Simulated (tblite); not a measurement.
Parent: `[CH3:1][CH2:2][C@@H:3]([F:4])[SiH2:5][F:6]` with C1–C2–C3–F4 65°, C2–C3–Si5–F6 61°, C3H8F2Si.

Structures optimised with GFN2-xTB, isolated species. One conformer each, not checked by frequencies here.

| coordinate of the parent | value |
| --- | --- |
| C1–C2 | 1.525 Å |
| C2–C3 | 1.526 Å |
| C3–F4 | 1.396 Å |
| C3–Si5 | 1.918 Å |
| Si5–F6 | 1.613 Å |
| C1–C2–C3 | 112.1° |
| C2–C3–F4 | 108.9° |
| C2–C3–Si5 | 114.0° |
| F4–C3–Si5 | 108.2° |
| C3–Si5–F6 | 104.8° |

Problem. How does the shared frame change in `[CH3:1][CH2:2][C@:3]([F:4])([SiH2:5][F:6])[C:7](=[O:8])[O:9][CH3:10]` with C1–C2–C3–F4 -62°, C2–C3–Si5–F6 44°, C2–C3–C7–O8 65°, C3–C7–O9–C10 -178°, C5H10F2O2Si? Atoms pair as C1 = C1, C2 = C2, C3 = C3, F4 = F4, Si5 = Si5, F6 = F6 (parent first).

Solution. 
```json
{"parent": "C1–C2", "relative": "C1–C2", "value in the relative": "1.525 Å", "change": "0.000"}
{"parent": "C2–C3", "relative": "C2–C3", "value in the relative": "1.531 Å", "change": "+0.005"}
{"parent": "C3–F4", "relative": "C3–F4", "value in the relative": "1.394 Å", "change": "-0.002"}
{"parent": "C3–Si5", "relative": "C3–Si5", "value in the relative": "1.929 Å", "change": "+0.011"}
{"parent": "Si5–F6", "relative": "Si5–F6", "value in the relative": "1.609 Å", "change": "-0.004"}
{"parent": "C1–C2–C3", "relative": "C1–C2–C3", "value in the relative": "112.0°", "change": "-0.1"}
{"parent": "C2–C3–F4", "relative": "C2–C3–F4", "value in the relative": "108.7°", "change": "-0.2"}
{"parent": "C2–C3–Si5", "relative": "C2–C3–Si5", "value in the relative": "112.7°", "change": "-1.3"}
{"parent": "F4–C3–Si5", "relative": "F4–C3–Si5", "value in the relative": "108.0°", "change": "-0.2"}
{"parent": "C3–Si5–F6", "relative": "C3–Si5–F6", "value in the relative": "105.1°", "change": "+0.3"}
```

Of the parent's bonds, C3–Si5 changes most (+0.011 Å). Bonds of the relative outside the shared frame: C3–C7 1.504, C7=O8 1.208, C7–O9 1.326, O9–C10 1.420 Å. Point group C1 → C1.

Problem. How does the shared frame change in `[CH3:1][CH2:2][C@@:3]([F:4])([SiH2:5][F:6])[C:7]([Cl:8])([Cl:9])[Cl:10]` with C1–C2–C3–F4 -59°, C2–C3–Si5–F6 27°, C4H7Cl3F2Si? Atoms pair as C1 = C1, C2 = C2, C3 = C3, F4 = F4, Si5 = Si5, F6 = F6 (parent first).

Solution. 
```csv
parent,relative,value in the relative,change
C1–C2,C1–C2,1.524 Å,-0.001
C2–C3,C2–C3,1.530 Å,+0.004
C3–F4,C3–F4,1.395 Å,-0.001
C3–Si5,C3–Si5,1.939 Å,+0.021
Si5–F6,Si5–F6,1.609 Å,-0.004
C1–C2–C3,C1–C2–C3,111.7°,-0.4
C2–C3–F4,C2–C3–F4,107.5°,-1.4
C2–C3–Si5,C2–C3–Si5,113.3°,-0.7
F4–C3–Si5,F4–C3–Si5,107.3°,-0.9
C3–Si5–F6,C3–Si5–F6,105.4°,+0.6
```

Of the parent's bonds, C3–Si5 changes most (+0.021 Å). Bonds of the relative outside the shared frame: C3–C7 1.523, C7–Cl8 1.780, C7–Cl9 1.772, C7–Cl10 1.781 Å. Point group C1 → C1.

All values are computed, not measured.
